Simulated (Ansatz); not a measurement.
`FB1OC=CO1` from Hartree–Fock to CCSD(T)

Z-matrix (Å, degrees):
```
B
O 1 1.374
O 1 1.374 2 111.6
F 1 1.312 2 124.2 3 -180.0
C 2 1.377 1 104.2 3 -0.0
C 3 1.377 1 104.2 2 0.0
H 5 1.077 2 118.2 1 -180.0
H 6 1.077 3 118.2 1 -180.0
```

Total charge 0; spin multiplicity 1. Geometry: relaxed with PBE0-D4/def2-TZVP. Frozen core, restricted reference, the Gaussian-basis code of Ansatz. CBS rows extrapolate triple and quadruple zeta; past MP2 they add the triple-zeta difference.

```json
{"basis": "def2-SVP", "HF (Eh)": "-350.60753", "MP2 corr.": "?", "CCSD corr.": "?", "(T)": "-0.02654", "CCSD(T) total": "?"}
{"basis": "def2-TZVPP", "HF (Eh)": "?", "MP2 corr.": "-1.10420", "CCSD corr.": "-1.11596", "(T)": "-0.04565", "CCSD(T) total": "?"}
{"basis": "def2-QZVPP", "HF (Eh)": "?", "MP2 corr.": "-1.19214", "CCSD corr.": "–", "(T)": "–", "CCSD(T) total": "–"}
{"basis": "CBS(def2)", "HF (Eh)": "-351.04877", "MP2 corr.": "-1.25728", "CCSD corr.": "-1.26904", "(T)": "as TZ", "CCSD(T) total": "-352.36346"}
```

Task: Fill in the withheld values. (An estimate is asked.)

Result: The calculation gave: def2-SVP MP2 corr.: -0.87368; def2-SVP CCSD corr.: -0.89738; def2-SVP CCSD(T) total: -351.53145; def2-TZVPP HF (Eh): -351.03061; def2-TZVPP CCSD(T) total: -352.19222; def2-QZVPP HF (Eh): -351.04657.
